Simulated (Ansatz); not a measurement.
Consider the redistribution: `C=C[SiH2]C=N` + `OB(Cl)O[SiH3]` → `C=C[SiH2]O[SiH3]` + `N=CB(O)Cl`.

Calculated with Ansatz (gas phase, PBE0-D4/def2-TZVP geometries, no zero-point term in ΔE). CCSD(T)/CBS is the MP2 limit (def2-TZVPP, def2-QZVPP) plus CCSD(T) − MP2 in def2-TZVPP, frozen cores. Functionals use def2-TZVPP. B3LYP here is the variant with VWN-RPA as its local correlation; programs differ in this. Each species was taken in one conformer, which may not be the lowest.

```json
{"level": "PBE-D4", "ΔE (kcal/mol)": "0.1", "difference from CCSD(T)/CBS": "1.6"}
{"level": "r2SCAN-D4", "ΔE (kcal/mol)": "-0.9", "difference from CCSD(T)/CBS": "0.6"}
{"level": "PBE0-D4", "ΔE (kcal/mol)": "-0.3", "difference from CCSD(T)/CBS": "1.2"}
{"level": "B3LYP-D4", "ΔE (kcal/mol)": "-1.1", "difference from CCSD(T)/CBS": "0.4"}
{"level": "ωB97X-V", "ΔE (kcal/mol)": "-0.9", "difference from CCSD(T)/CBS": "0.6"}
{"level": "ωB97M-V", "ΔE (kcal/mol)": "-0.8", "difference from CCSD(T)/CBS": "0.7"}
{"level": "B2PLYP", "ΔE (kcal/mol)": "-1.1", "difference from CCSD(T)/CBS": "0.4"}
{"level": "PBE", "ΔE (kcal/mol)": "0.4", "difference from CCSD(T)/CBS": "1.9"}
{"level": "r2SCAN", "ΔE (kcal/mol)": "-0.8", "difference from CCSD(T)/CBS": "0.7"}
{"level": "PBE0", "ΔE (kcal/mol)": "0.1", "difference from CCSD(T)/CBS": "1.6"}
{"level": "B3LYP", "ΔE (kcal/mol)": "-0.5", "difference from CCSD(T)/CBS": "1.0"}
{"level": "HF/def2-TZVPP", "ΔE (kcal/mol)": "-1.1", "difference from CCSD(T)/CBS": "0.4"}
{"level": "MP2/def2-TZVPP", "ΔE (kcal/mol)": "-1.6", "difference from CCSD(T)/CBS": "-0.1"}
{"level": "SCS-MP2/def2-TZVPP", "ΔE (kcal/mol)": "-1.7", "difference from CCSD(T)/CBS": "-0.2"}
{"level": "CCSD/def2-TZVPP", "ΔE (kcal/mol)": "-1.1", "difference from CCSD(T)/CBS": "0.4"}
{"level": "CCSD(T)/def2-TZVPP", "ΔE (kcal/mol)": "-1.1", "difference from CCSD(T)/CBS": "0.4"}
{"level": "HF/def2-QZVPP", "ΔE (kcal/mol)": "-1.3", "difference from CCSD(T)/CBS": "0.2"}
{"level": "MP2/def2-QZVPP", "ΔE (kcal/mol)": "-1.9", "difference from CCSD(T)/CBS": "-0.4"}
{"level": "SCS-MP2/def2-QZVPP", "ΔE (kcal/mol)": "-1.9", "difference from CCSD(T)/CBS": "-0.4"}
{"level": "HF/CBS(def2)", "ΔE (kcal/mol)": "-1.3", "difference from CCSD(T)/CBS": "0.2"}
{"level": "MP2/CBS(def2)", "ΔE (kcal/mol)": "-2.0", "difference from CCSD(T)/CBS": "-0.5"}
{"level": "CCSD/CBS(def2)", "ΔE (kcal/mol)": "-1.5", "difference from CCSD(T)/CBS": "0.0"}
{"level": "CCSD(T)/CBS", "ΔE (kcal/mol)": "-1.5", "difference from CCSD(T)/CBS": "0"}
```

Largest T1 diagnostic among the species: 0.013.
